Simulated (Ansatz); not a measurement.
Mulliken charges of `[GaH2][NH]B1CS1` from ωB97M-V/def2-TZVPP in Ansatz (PBE0-D4/def2-TZVP geometry).

```json
{"atom": "Ga1", "x (Å)": "-1.861", "y (Å)": "0.880", "z (Å)": "-0.184", "charge (e)": "0.205"}
{"atom": "N2", "x (Å)": "-0.375", "y (Å)": "0.186", "z (Å)": "-1.043", "charge (e)": "-0.219"}
{"atom": "B3", "x (Å)": "0.736", "y (Å)": "-0.344", "z (Å)": "-0.396", "charge (e)": "0.125"}
{"atom": "C4", "x (Å)": "1.389", "y (Å)": "-0.663", "z (Å)": "0.951", "charge (e)": "-0.290"}
{"atom": "S5", "x (Å)": "2.326", "y (Å)": "-1.093", "z (Å)": "-0.612", "charge (e)": "-0.196"}
{"atom": "H6", "x (Å)": "-1.825", "y (Å)": "0.851", "z (Å)": "1.371", "charge (e)": "-0.001"}
{"atom": "H7", "x (Å)": "-2.992", "y (Å)": "1.421", "z (Å)": "-1.113", "charge (e)": "-0.015"}
{"atom": "H8", "x (Å)": "-0.358", "y (Å)": "0.186", "z (Å)": "-2.053", "charge (e)": "0.122"}
{"atom": "H9", "x (Å)": "1.868", "y (Å)": "0.109", "z (Å)": "1.546", "charge (e)": "0.135"}
{"atom": "H10", "x (Å)": "1.093", "y (Å)": "-1.532", "z (Å)": "1.532", "charge (e)": "0.135"}
```

Question: By hand: the dipole of these point charges (1 e Å = 4.8032 D).

Answer: Σ q r = (-0.663, 0.312, 0.166) e Å, of length 0.751 e Å = 3.61 D.

Question: How does the dipole of the full density compare? (An estimate is asked.)

Answer: Ansatz gave: (-0.489, 0.231, -0.006) e Å, 2.60 D; the point charges give 1.39 times that, at 13° from its direction.

Point charges leave out the atoms' own dipoles, such as those of lone pairs, and Mulliken's split depends on the basis, so the two needn't agree.
